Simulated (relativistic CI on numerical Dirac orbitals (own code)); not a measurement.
How well does a small relativistic CI reproduce Hf5+?

Calculated at this level of theory: Dirac-Coulomb-Breit CI, separate exchange-only KLI orbitals for each configuration, model QED, valence Slater integrals scaled by 0.85, P86 correlation energy added to each configuration (own radial code, finite nucleus).

CI space (outside the closed core [Kr] 4d10): 4f13 5s2 5p6, 4f14 5s2 5p5, 4f13 5s2 5p5 5d, 4f12 5s2 5p6 5d, 4f12 5s2 5p6 6s, 4f13 5s2 5p5 5f, 4f13 5s 5p6 5d, 4f12 5s2 5p6 6p, 4f13 5s2 5p5 5g, 4f13 5s2 5p5 6s, 4f14 5s 5p6, 4f12 5s2 5p6 6d, 4f13 5s2 5p5 6p, 4f12 5s2 5p6 7s. Double excitations out of closed p, d and f shells are left out; levels of such configurations are missing from the list, as are those of other unlisted configurations, and high levels can miss mixing partners.

```csv
Configuration,Term (tabulated),J,Measured (cm⁻¹),Computed,Error,Purity (%)
4f13 5s2 5p6,2F°,7/2,0.0,0,0,100
4f13 5s2 5p6,2F°,5/2,13513.6,13339,-175,100
4f14 5s2 5p5,2P°,3/2,97710.0,117840,20130,100
4f14 5s2 5p5,2P°,1/2,162465.0,184361,21896,99
4f12 5s2 5p6 5d,2F,7/2,234488.0,222208,-12280,73
4f12 5s2 5p6 5d,2G,9/2,266584.0,253435,-13149,83
4f12 5s2 5p6 5d,2G,7/2,273155.0,260098,-13057,92
```

Measured levels from measured levels as listed in Bokamba Motoumba et al., J. Quant. Spectrosc. Radiat. Transfer 300, 108529 (2023); pairs were made by configuration, J and term (by order where the table uses no LS term), so strongly mixed levels may be paired wrongly.

Mean error by configuration (cm⁻¹): 4f13 5s2 5p6 -175; 4f14 5s2 5p5 21013; 4f12 5s2 5p6 5d -12828. Over the excited levels the mean absolute error is 13448 cm⁻¹ (6 of the 49 excited levels that our extract of the source holds in range could be paired, and the others can miss by more), and the median relative error of those above 1,000 cm⁻¹ is 5.1 %.
